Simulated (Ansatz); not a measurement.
Calculation: frozen-core CCSD(T)/def2-TZVPP // PBE-D3(BJ)/def2-SVP (Ansatz, a quantum-chemistry and plane-wave program).

Ansatz 0.2 input:
```yaml
crystal:
  periodic: [false, false, false]
  atoms:
    - { symbol: Ta, position_ang: [0.503959, 0.095484, -0.064843] }
    - { symbol: O, position_ang: [-1.098239, -0.238843, 0.534855] }
    - { symbol: O, position_ang: [0.346834, 0.822114, -1.841656] }
    - { symbol: H, position_ang: [-0.447629, 0.999061, -2.372724] }
    - { symbol: O, position_ang: [1.339826, 1.367855, 1.115028] }
    - { symbol: H, position_ang: [0.993466, 1.791378, 1.918259] }
    - { symbol: O, position_ang: [1.497566, -1.554135, -0.093808] }
    - { symbol: H, position_ang: [1.223708, -2.450363, 0.163567] }
basis:
  gaussian: { orbitals: def2-TZVPP }
correlation:
  method: ccsd_t
```

Output:

```
Functional definition: HF
1418 factors; integrals over basis functions are off by at most 9.4e-4 eV
mean field evaluation 1: about -9729.2474 eV, gradient 8.2e1 eV
mean field evaluation 2: about -9729.4387 eV, gradient 8.2e1 eV
mean field evaluation 4: about -9740.5719 eV, gradient 1.3e1 eV
mean field evaluation 8: about -9740.9384 eV, gradient 9.7e-1 eV
mean field evaluation 16: about -9729.2450 eV, gradient 8.2e1 eV
mean field -9740.94059926 eV, -357.9729643761 hartree, gradient 2.6e-6 eV, S^2 0.000000; 0 other end points of the search recorded, 0 dependent functions left out
4 core orbitals not correlated
reference -9740.94059926 eV, -357.9729643761 hartree; 20, 20 occupied and 198, 198 virtual orbitals, 1418 factors
second order -37.61514656 eV of doubles, -0.00000000 eV of singles
cycle   1  -35.20261453 eV  change     2.4e0 eV  update   2.3e-1
cycle   2  -36.44795936 eV  change    -1.2e0 eV  update   1.3e-1
cycle   3  -36.74876799 eV  change   -3.0e-1 eV  update   3.9e-2
cycle   4  -36.77715181 eV  change   -2.8e-2 eV  update   1.6e-2
cycle   5  -36.74769118 eV  change    2.9e-2 eV  update   4.0e-3
cycle   6  -36.74735288 eV  change    3.4e-4 eV  update   1.6e-3
cycle   7  -36.74794305 eV  change   -5.9e-4 eV  update   5.5e-4
cycle   8  -36.74742081 eV  change    5.2e-4 eV  update   2.2e-4
cycle   9  -36.74751009 eV  change   -8.9e-5 eV  update   7.9e-5
cycle  10  -36.74760564 eV  change   -9.6e-5 eV  update   3.2e-5
cycle  11  -36.74753620 eV  change    6.9e-5 eV  update   1.6e-5
cycle  12  -36.74752806 eV  change    8.1e-6 eV  update   7.1e-6
perturbative correction -1.71333454 eV, -0.0629638831 hartree
Total energy: -9779.40146186 eV, -359.3863750071 hartree
```

Cost: around 10 core-minutes (rough).
